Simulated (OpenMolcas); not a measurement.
Worked example: vertical ionisation energy of Br2 (bromine)

Br2: 2 atoms, total charge 0, spin state singlet. As SMILES, `BrBr`. The coordinates come from a PBE0-D4/def2-TZVP relaxation.

```xyz
2

Br    0.9730   -0.3254    0.4985
Br   -0.9730    0.3254   -0.4985
```

Both states at this one shape; open shells run unrestricted unless said. 1 Eh = 27.2114 eV.

| level | program | singlet Br2 (Eh) | doublet [Br2]+ (Eh) | HOMO of the first (eV) |
| --- | --- | --- | --- | --- |
| M06-L/aug-cc-pVTZ | OpenMolcas | -5148.202017 | -5147.831014 | -6.95 |
| B3LYP/6-31G* (spherical functions) | OpenMolcas | -5147.736601 | -5147.347909 | -7.81 |
| BHLYP/aug-cc-pVTZ | OpenMolcas | -5148.377588 | -5147.985376 | -9.25 |
| PBE0/aug-cc-pVTZ | OpenMolcas | -5147.800764 | -5147.412568 | -8.13 |

Q: Work out the vertical ionisation energy at each level.

A: 
1. M06-L/aug-cc-pVTZ: -5147.831014 − (-5148.202017) = 0.371003 Eh = 10.10 eV; −ε(HOMO) = 6.95 eV.
2. B3LYP/6-31G* (spherical functions): -5147.347909 − (-5147.736601) = 0.388692 Eh = 10.58 eV; −ε(HOMO) = 7.81 eV.
3. BHLYP/aug-cc-pVTZ: -5147.985376 − (-5148.377588) = 0.392212 Eh = 10.67 eV; −ε(HOMO) = 9.25 eV.
4. PBE0/aug-cc-pVTZ: -5147.412568 − (-5147.800764) = 0.388196 Eh = 10.56 eV; −ε(HOMO) = 8.13 eV.

No measured value is set beside it here; the levels span 10.10 to 10.67 eV. In semi-local functionals −ε(HOMO) lies far under the ionisation energy, a result of self-interaction, while the difference of totals does much better. Spin-orbit coupling, which splits open shells on such heavy atoms by tenths of an eV, is left out. All-electron rows are non-relativistic unless named.
